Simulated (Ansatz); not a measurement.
CHCl$_{2}$FGaN (`N=[C](Cl)[Ga]([F])[Cl]`). Total charge 0; spin multiplicity 1. Geometry: relaxed with PBE0-D4/def2-TZVP. It is one conformer, not always the lowest.

```xyz
7

N    -1.553   -0.466    0.281
C    -0.309   -0.559    0.317
Cl    0.569   -1.900    1.054
Ga    0.793    0.859   -0.492
F     2.527    0.716   -0.472
Cl    0.020    2.595   -1.411
H    -2.046   -1.245    0.723
```

**Question.** What is the dipole moment at r2SCAN/def2-TZVPP? (Best estimate.)

**Answer.** Ansatz gave: 2.21 D, with components (-1.53, -1.38, 0.81) D in this frame, pointing from negative to positive charge.

**Question.** And with PBE, B3LYP, ωB97M-V? (Estimate.)

**Answer.** Computed: PBE 2.20 D, B3LYP 2.23 D, ωB97M-V 2.17 D.

**Question.** Give the Mulliken charges with r2SCAN, B3LYP, ωB97M-V in def2-TZVPP. (Estimate.)

**Answer.** The calculation gave: 
```csv
atom,r2SCAN,B3LYP,ωB97M-V
N1,-0.21,-0.17,-0.16
C2,-0.01,-0.04,-0.08
Cl3,-0.10,-0.09,-0.06
Ga4,0.72,0.71,0.72
F5,-0.35,-0.35,-0.35
Cl6,-0.22,-0.21,-0.20
H7,0.17,0.16,0.14
```

B3LYP here is the variant with VWN-RPA as its local correlation; programs differ in this.
